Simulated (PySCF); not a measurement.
**Germanium: a sound run and one with changed settings**

Sound run: Ge [Ar] 3d10 4s2 4p2, Ge⁺ [Ar] 3d10 4s2 4p1. Calculation: PySCF 2.14, in aug-cc-pVDZ-PP with ECP10MDF; scalar relativity through the core potential. In the sound run the correlated levels freeze 3s2 3p6 3d10 outside the core potential. The sound run starts from symmetry-adapted Hartree-Fock orbitals and uses a fine grid where one is needed.

A second run was set up differently.

```
species  method  sound run (hartree)  changed run (hartree)  converged
     Ge     MP2           -293.38285             -293.41077        yes
    Ge⁺     MP2           -293.10060             -293.12690        yes
```

Ionisation energy of Ge:

```csv
method,sound run (eV),changed run (eV)
UHF,7.411,7.411
MP2,7.680,7.725
SCS-MP2,7.610,7.637
```

Task: What was changed?
A. basis contracted for another Hamiltonian
B. a valence shell is frozen
C. all electrons correlated in a valence basis
D. too few SCF iterations

Result: C. A valence basis has no tight correlating functions, so it recovers only part of the core correlation, and not evenly between atom and ion.
